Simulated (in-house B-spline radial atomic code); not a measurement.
Computed with a B-spline radial atomic code. Model: two electrons, singlet ground state, non-relativistic, full CI in B-splines with partial waves to l = 8 (at full coupling up to 3e-4 hartree above the limit, correlation up to 0.6 % small), density held at that of full coupling by Lieb maximisation.

Along the adiabatic connection the electron repulsion is scaled by a coupling λ while a local potential keeps the density fixed. At λ = 0 the system is the Kohn-Sham one and W equals the exchange energy; the exchange-correlation energy is the area under W between 0 and 1. The kinetic energy rises with λ as the electrons avoid each other, with dT/dλ = −λ dW/dλ.

Command:
```bash
python run_ac.py task.json out
```
Settings (lengths in bohr, energies in hartree):
```
potential              yukawa
strength               1.8
lmax                   8
second                 0.463
```

Time taken, with all properties: 100 s on 1 thread of Intel(R) Xeon(R) Processor @ 2.30GHz, with other jobs on the host.

**W = mean repulsion less Hartree energy, and W of three functionals.**

Given: confinement screened point charge; nuclear charge 1.8; screening of the nucleus 0.463 1/bohr; external potential -Z exp(-k r)/r.

Computed: LDA exchange minus exact 104.77 millihartree; PBE exchange minus exact -2.4617 millihartree.

```csv
coupling,W xc (hartree),W xc minus exchange (millihartree),kinetic minus Kohn-Sham (millihartree),LDA (PW92) W minus its exchange (millihartree),PBE W minus its exchange (millihartree),SCAN W minus its exchange (millihartree)
0,-0.80371,0,0,0,0,0
0.02,-0.80579,-2.081,0.02,-11.21,-1.6,-1.79
0.05,-0.80886,-5.156,0.13,-22.69,-4.04,-4.4
0.12,-0.81582,-12.114,0.72,-42.83,-9.77,-10.21
0.25,-0.828,-24.29,2.96,-70.41,-20.21,-20.24
0.4,-0.84095,-37.244,7.16,-94.85,-31.71,-30.82
0.6,-0.85662,-52.908,14.96,-120.87,-46,-43.61
0.8,?,?,?,?,?,?
1,-0.88338,-79.673,36.19,-160.47,-71.25,-65.7
1.4,-0.90535,-101.64,62.41,-190.5,-92.78,-84.26
2,-0.93172,-128.01,106.91,-225.22,-119.73,-107.32
3,?,?,?,?,?,?
4.5,-0.99593,-192.22,304.71,-310.42,-192.47,-168.59
```

(1) What belongs in the row 0.8?

(2) What belongs in the row 3?

(3) What is the SCAN exchange minus exact?

**Energy parts, natural occupations and partial-wave weights.**

Computed: total energy -0.9504 hartree; exchange energy -0.80371 hartree; correlation energy -0.043484 hartree; kinetic part of the DFT correlation energy 0.036189 hartree; initial slope twice GL2 -0.1047 hartree; Kohn-Sham kinetic 1.9226 hartree; Lieb Oxford ratio E_xc over LDA exchange 1.2121.

```
natural  occupation of the shell (electrons)
      s                               1.9709
      s                             0.018238
      p                            0.0097188
      d                            0.0003823
      p                                    ?
      s                           0.00026375
```

(4) What belongs in the row p?

```tsv
wave	weight
s	0.9947
p	?
d	0.00021532
f	2.8769e-05
g	6.4927e-06
```

(5) What belongs in the row p?

(6) What is the kinetic part over minus potential part?

(7) What is the Hartree energy?

## Answers

(1) W xc (hartree): -0.87069; W xc minus exchange (millihartree): -66.978; kinetic minus Kohn-Sham (millihartree): 24.78; LDA (PW92) W minus its exchange (millihartree): -142.24; PBE W minus its exchange (millihartree): -59.15; SCAN W minus its exchange (millihartree): -55.17.

(2) W xc (hartree): -0.96387; W xc minus exchange (millihartree): -160.16; kinetic minus Kohn-Sham (millihartree): 186.29; LDA (PW92) W minus its exchange (millihartree): -267.24; PBE W minus its exchange (millihartree): -154.64; SCAN W minus its exchange (millihartree): -136.98.

(3) -10.893 millihartree.

(4) occupation of the shell (electrons): 0.00033194.

(5) weight: 0.0050414.

(6) 0.45422.

(7) 1.6074 hartree.

Half-way to full coupling W has made 57 % of its drop, against 50 % for a straight line, and second-order (GL2) theory, half the initial slope, overshoots the correlation energy by about 20 %: a moderate bend, as in light atoms. Over couplings 0 to 1 the errors in E_xc come to about +47 millihartree for LDA, +3.2 millihartree for PBE, -3.3 millihartree for SCAN. In LDA and PBE and SCAN the errors of exchange and correlation have opposite signs, so the sum is smaller than the larger of the two.
